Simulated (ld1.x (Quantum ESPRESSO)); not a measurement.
## O (Z = 8), TM: configuration errors across variants

- Element: oxygen
- Generator: ld1.x (Quantum ESPRESSO) 7.5
- Type: norm-conserving Troullier–Martins (Kleinman–Bylander form)
- Functional: LDA (PZ)
- Relativity: non-relativistic
- Frozen core: [He]
- Valence charge: 6
- Reference configuration: 2s1 2p5
- Partial waves: 2s (bound): rc 0.85 bohr; 2p (bound): rc 1.70 bohr; 3d channel at 0.45 Ry: rc 1.40 bohr
- Local potential: the d channel
- Core correction: a·sin(br)/r model core inside 0.70 bohr

All-electron excitation energies from the reference (eV): (1) 2s2 2p4 -14.531; (2) 2s2 2p3 2.061; (3) 2s2 2p2 35.776; (4) 2s2 2p3.5 -8.161; (5) 2s1 2p4 16.841; (6) 2s2 2p1 89.744; (7) 2s2 2p0 166.696; (8) 2s1 2p5 spin -1.554; (9) 2s2 2p4 spin -15.940.

Spin tests fill each open shell by Hund’s rule, majority spin first.

3 further variants failed, have other tests or another functional or relativity, and are left out.

Errors AE − PS in meV (a dash: test not solved or not reliable):

| change | (1) | (2) | (3) | (4) | (5) | (6) | (7) | (8) | (9) | bound ghosts |
| --- | --- | --- | --- | --- | --- | --- | --- | --- | --- | --- |
| base | +17 | +146 | +587 | +61 | +14 | +1787 | +4458 | +77 | +68 | none |
| wave 2s (bound): rc 0.85 bohr becomes 2s (bound): rc 0.78 bohr | +17 | +144 | +582 | +60 | +14 | +1775 | +4432 | +78 | +68 | none |
| core correction a·sin(br)/r model core inside 0.72 bohr | +17 | +146 | +587 | +61 | +14 | +1789 | +4466 | +81 | +71 | none |
| all radii but the core radius scaled by about 1.17 (s 1.00, p 1.98, d 1.64 bohr) | +3.2 | +258 | +1108 | +89 | +40 | +3288 | +7834 | +55 | +2.4 | none |
| wave 2p (bound): rc 1.70 bohr becomes 2p (bound): rc 1.20 bohr | +17 | +49 | +168 | +27 | +3.9 | +523 | +1417 | +95 | +124 | none |
| wave 3d channel at 0.45 Ry: rc 1.40 bohr becomes 3d channel at 0.05 Ry: rc 1.40 bohr | +17 | +146 | +587 | +61 | +14 | +1786 | +4457 | +77 | +68 | none |
| local potential the s channel | +17 | +145 | +578 | +60 | +13 | +1762 | +4408 | +77 | +68 | none |
| wave 3d channel at 0.45 Ry: rc 1.40 bohr becomes 3d channel at 0.45 Ry: rc 1.34 bohr | +17 | +146 | +585 | +61 | +14 | +1782 | +4451 | +77 | +68 | none |
| core correction a·sin(br)/r model core inside 0.94 bohr | +18 | +147 | +590 | +61 | +14 | +1798 | +4496 | +92 | +81 | none |

(1) Give the same row for: core correction a·sin(br)/r model core inside 0.90 bohr.

Answers

(1) +17, +147, +589, +61, +14, +1797, +4493, +91, +80; bound ghosts: none.
